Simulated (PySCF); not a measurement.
Some computed properties have been withheld. Give your best values.

C2H6B2F2.
Cartesian coordinates in Å at the PBE0-D3(BJ)/def2-SVP level; atoms count from 1:
```
atom  x, y, z in Å
B1    -1.492    0.404    0.723
C2    -0.691    0.279   -0.608
C3     0.564   -0.589   -0.594
B4     1.636   -0.117    0.436
F5     2.753   -0.788    0.652
F6     1.475    0.987    1.149
H7    -1.253   -0.306    1.677
H8    -2.413    1.186    0.802
H9    -0.476    1.297   -0.983
H10   -1.439   -0.097   -1.338
H11    0.323   -1.638   -0.346
H12    1.053   -0.646   -1.584
```

```tsv
property	level	value
point group	PBE0-D3(BJ)/def2-SVP	?
rotational constants A, B, C	PBE0-D3(BJ)/def2-SVP	6.453, 2.249, 1.864 GHz
dipole moment	wB97X-D/def2-SVPD	1.97 D
HOMO energy	wB97X-D/def2-SVPD	-10.96 eV
LUMO energy	wB97X-D/def2-SVPD	?
lowest singlet excitation	TDDFT wB97X-D/def2-SVPD	6.03 eV (205 nm, f = 0.000)
strongest line among the 10 lowest singlet transitions	TDDFT wB97X-D/def2-SVPD	S7 at 9.02 eV (137 nm, f = 0.089)
lowest triplet excitation (Tamm–Dancoff)	TDA wB97X-D/def2-SVPD	?
static isotropic polarisability	wB97X-D/def2-SVPD	51.9 au
vertical ionisation energy	ΔSCF wB97X-D/def2-SVPD	?
electronic spatial extent ⟨r²⟩ about the centre of nuclear charge	wB97X-D/def2-SVPD	?
13C chemical shifts (computed TMS as zero) by class	GIAO KT2/pcSseg-2	?
1H chemical shifts (computed TMS as zero) by class	GIAO KT2/pcSseg-2	7.61 (H7/H8), 1.89 (H9/H10), 1.46 (H11/H12) ppm
isotropic shieldings of nuclei other than C and H, by class	GIAO KT2/pcSseg-2	?
largest of the computed one-bond spin–spin couplings (means over like bonds)	B3LYP/pcJ-1, spin–dipole term left out for some pairs	19F–11B -141.2 (F5–B4 and 1 like it), 11B–1H +135.6 (B1–H7 and 1 like it), 13C–1H +123.1 (C3–H11 and 1 like it), 13C–1H +119.0 (C2–H9 and 1 like it), 13C–11B +81.8 (C3–B4), 13C–11B +50.8 (C2–B1), 13C–13C +37.1 (C2–C3) Hz
core binding energies	ΔSCF SCAN, pcX-2 on the ionised atom, pcseg-1 elsewhere, spin-free X2C	B1s 196.4 (B1), B1s 199.5 (B4), C1s 290.6 (C2), C1s 290.8 (C3), F1s 693.5 (F5/F6) eV
```

The electronic properties come from PySCF, for the isolated species, density fitting. NMR classes are plain means over equivalent atoms (diastereotopic ones count apart unless rotation or inversion swaps them), as if these changed places fast; in this geometry the members of some classes differ.

Q: Give the LUMO energy.

A: 0.58 eV.

Q: The lowest triplet excitation (Tamm–Dancoff)?

A: 5.45 eV.

Q: What are the isotropic shieldings of nuclei other than C and H, by class?

A: 9 (B1), 71 (B4), 234 (F5/F6) ppm.

Q: The 13C chemical shifts (computed TMS as zero) by class?

A: 30.6 (C2), 13.2 (C3) ppm.

Q: The electronic spatial extent ⟨r²⟩ about the centre of nuclear charge?

A: 640 bohr².

Q: The vertical ionisation energy?

A: 11.37 eV.

Q: Give the point group.

A: C1.

The vertical singlet–triplet gap S1 − T1 is 0.58 eV (TDDFT singlet less Tamm–Dancoff triplet; S1: HOMO→LUMO, weight 0.54, beside HOMO−1→LUMO, weight 0.39; T1: HOMO−1→LUMO, weight 0.54, beside HOMO→LUMO, weight 0.37). The ΔSCF ionisation energy exceeds −ε(HOMO) by 0.41 eV with wB97X-D. The rotational constants make it an asymmetric top with κ = (2B − A − C)/(A − C) = -0.83, nearer the prolate limit (−1). The principal polarisabilities are 46.1, 51.2 and 58.4 au; their mean is the isotropic value.

One conformer stands for the species.
